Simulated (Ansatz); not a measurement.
## AsF3 (arsenic trifluoride): the energy, rung by rung

AsF3: 4 atoms, total charge 0, spin state singlet. SMILES: `F[As](F)F`. The coordinates come from a PBE0-D4/def2-TZVP relaxation.

| atom | x (Å) | y (Å) | z (Å) |
| --- | --- | --- | --- |
| F | -0.4459 | 0.3956 | 1.3626 |
| As | -0.4620 | -0.4572 | -0.1256 |
| F | 1.2040 | -0.8659 | -0.1127 |
| F | -0.2962 | 0.9276 | -1.1243 |

Quantity: the energy change with the As2–F4 bond stretched from 1.715 to 2.144 Å, in eV. The values are calculated.

| level | kind | program | value (eV) | less FCI/STO-3G |
| --- | --- | --- | --- | --- |
| HF/STO-3G (restricted) | Hartree–Fock | Ansatz | 1.99 | +1.06 |
| revPBE/STO-3G (restricted) | GGA | Ansatz | 0.85 | -0.08 |
| r2SCAN/STO-3G (restricted) | meta-GGA | Ansatz | 1.10 | +0.17 |
| PBE0/STO-3G (restricted) | global hybrid | Ansatz | 1.26 | +0.33 |
| CAM-B3LYP/STO-3G (restricted) | range-separated hybrid | Ansatz | 1.39 | +0.46 |
| B2PLYP/STO-3G (restricted) | double hybrid | Ansatz | 1.28 | +0.35 |
| RPA@PBE/STO-3G (restricted) | RPA | Ansatz | 0.75 | -0.18 |
| BCCD(T)/STO-3G (restricted) | coupled cluster or CI | Ansatz | 0.95 | +0.02 |
| CCSD/STO-3G (restricted) | coupled cluster or CI | Ansatz | 0.97 | +0.04 |
| FCI/STO-3G | exact in the basis | Ansatz | 0.93 | 0.00 |

FCI/STO-3G is exact within its basis and frozen core, so for wave-function methods in that basis the difference is their error; functionals converge differently with the basis, so for them it is only a difference. All-electron rows without a relativistic Hamiltonian named are non-relativistic. The first shape isn't each level's own minimum. The values span 0.75 to 1.99 eV. All rows use very small basis sets, so none should be taken for the real molecule's value. In the correlated wave-function rows the outer d shell of As is correlated, in sets not made for it.
